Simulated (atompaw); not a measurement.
What one change does to a pseudopotential (platinum, PAW (atompaw))

```
Element                 : platinum (Pt)
Generator               : atompaw 4.2.0.5
Type                    : PAW
Functional              : LDA (PW92)
Relativity              : scalar-relativistic
Frozen core             : [Kr] 4d10 4f14
Valence charge          : 18
Reference configuration : 5s2 5p6 5d9 6s1 6p0
Partial waves           : 5s (bound): rc 1.65 bohr; 6s (bound): rc 1.80 bohr; 5p (bound): rc 1.20 bohr; 6p (bound, empty): rc 1.80 bohr; 5d (bound): rc 1.50 bohr; 5d channel at 1.65 Ry: rc 1.50 bohr
Local potential         : bessel scheme, radius 1.70 bohr
Core correction         : smooth core density matched at 1.50 bohr
Augmentation charge     : sinc compensation charge, radius 1.45 bohr; PAW radius 1.80 bohr; waves and projectors: modrrkj vanderbiltortho
```

All-electron outer shells of the reference configuration (LDA (PW92), scalar-relativistic, ld1.x):

| shell | level (eV) | outermost node (bohr) | outermost maximum (bohr) |
| --- | --- | --- | --- |
| 4d | -306.78 | 0.20 | 0.42 |
| 5s | -102.20 | 0.49 | 0.87 |
| 4f | -70.50 | – | 0.38 |
| 5p | -56.29 | 0.53 | 0.98 |
| 5d | -6.38 | 0.57 | 1.26 |
| 6s | -5.96 | 1.14 | 2.38 |
| 6p | -0.96 | 1.36 | 3.55 |

Change: augmentation sinc compensation charge, radius 1.45 bohr; PAW radius 1.80 bohr; waves and projectors: custom rrkj vanderbiltortho.

Cutoffs: the cutoffs (Ry, on a coarse ladder) from which the occupation-weighted sum of valence levels, in a spherical-Bessel basis at the reference potential, stays within 10 and 1 mRy of its value at 400 Ry; they do not see the model core or the augmentation charge, which bear on the density cutoff.

What does the change do?

The potential gets harder (45 Ry and 70 Ry → 55 Ry and 110 Ry); the range in which the d phases agree widens (upper end -0.3 → at the end of the scan); neither file shows a bound ghost.

| quantity | base | changed |
| --- | --- | --- |
| cutoff, loose | 45 Ry | 55 Ry |
| cutoff, tight | 70 Ry | 110 Ry |
| loose cutoff by channel (10 mRy a level) | s 18 Ry, p 30 Ry, d 30 Ry | s 30 Ry, p 45 Ry, d 40 Ry |
| bound ghosts | none | none |
| s: phases at 1.80 bohr within 0.05 rad from the reference energy up to (Ry; the scan ends near 5) | to the end of the scan | to the end of the scan |
| p: phases at 1.80 bohr within 0.05 rad from the reference energy up to (Ry; the scan ends near 5) | to the end of the scan | 4.3 |
| d: phases at 1.80 bohr within 0.05 rad from the reference energy up to (Ry; the scan ends near 5) | -0.3 | to the end of the scan |
| lowest overlap eigenvalue by channel | s 0.79, p 0.73, d 0.02 | s 0.11, p 0.04, d 0.91 |

 The cutoffs see the waves, projectors and local potential, not the compensation charge or the core.
